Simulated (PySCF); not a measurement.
MnP at PBE0

Level: PBE0. Mn def2-TZVPP, P def2-TZVPP; no relativity (PySCF 2.14).

For MnP, the state is ⁷Π (septet), unpaired electrons σ ↑, π ↑↑↑, δ ↑↑, a second solution, started from another occupation, the bond length is 4.225 bohr and the harmonic wavenumber is 400 cm⁻¹. The force constant is 1.87 mdyn/Å, the rotational constant Be is 0.1703 cm⁻¹ and the anharmonicity ωexe is 1.58 cm⁻¹. The vibration–rotation constant αe is 0.000890 cm⁻¹ and the energy of the minimum from ground-state Mn (3d5 4s2) + P is -1.21 eV. The bond order (Mayer) is 1.91. The dipole moment (positive dipole means Mn(−)P(+)) is -5.00 D.
